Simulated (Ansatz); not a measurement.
Calculated with Ansatz (gas phase, PBE0-D4/def2-TZVP geometries, no zero-point term in ΔE). CCSD(T)/CBS is the MP2 limit (def2-TZVPP, def2-QZVPP) plus CCSD(T) − MP2 in def2-TZVPP, frozen cores. This one scheme is used for every species. DFT in def2-TZVPP. B3LYP here is the variant with VWN-RPA as its local correlation; programs differ in this. Each species was taken in one conformer, which may not be the lowest.

Reaction (cleavage of the Si–Si bond): `O[SiH2][SiH]1CO1` + HCl → `Cl[SiH]1CO1` + `O[SiH3]`

| level | ΔE (kJ/mol) | difference from CCSD(T)/CBS |
| --- | --- | --- |
| PBE-D4 | -84.2 | 19.6 |
| r2SCAN-D4 | -99.9 | 3.9 |
| B3LYP-D4 | -100.0 | 3.8 |
| ωB97X-V | -102.6 | 1.2 |
| B2PLYP | -108.5 | -4.7 |
| PBE | -88.1 | 15.7 |
| r2SCAN | -101.2 | 2.6 |
| PBE0 | -95.7 | 8.1 |
| B3LYP | -106.2 | -2.4 |
| HF/def2-TZVPP | -128.8 | -25.0 |
| SCS-MP2/def2-TZVPP | -113.3 | -9.5 |
| CCSD/def2-TZVPP | -105.2 | -1.4 |
| CCSD(T)/def2-TZVPP | -101.7 | 2.1 |
| MP2/def2-QZVPP | -112.8 | -9.0 |
| SCS-MP2/def2-QZVPP | -114.9 | -11.1 |
| HF/CBS(def2) | -130.2 | -26.4 |
| CCSD(T)/CBS | -103.8 | 0 |

Largest T1 diagnostic among the species: 0.014.

From PBE to PBE0 (25 % exact exchange), in def2-TZVPP and without D4, ΔE moves by −7.5 kJ/mol. The D4 term adds +6.2 kJ/mol with B3LYP and +3.7 kJ/mol with PBE0; it sums over pairs of atoms, weighted by their polarisabilities, and B3LYP, whose exchange is more repulsive, gets the larger term. In def2-TZVPP, CCSD(T) changes the Hartree–Fock value by +27.1 kJ/mol (the triples alone add +3.5 kJ/mol) and MP2 by +17.6 kJ/mol.
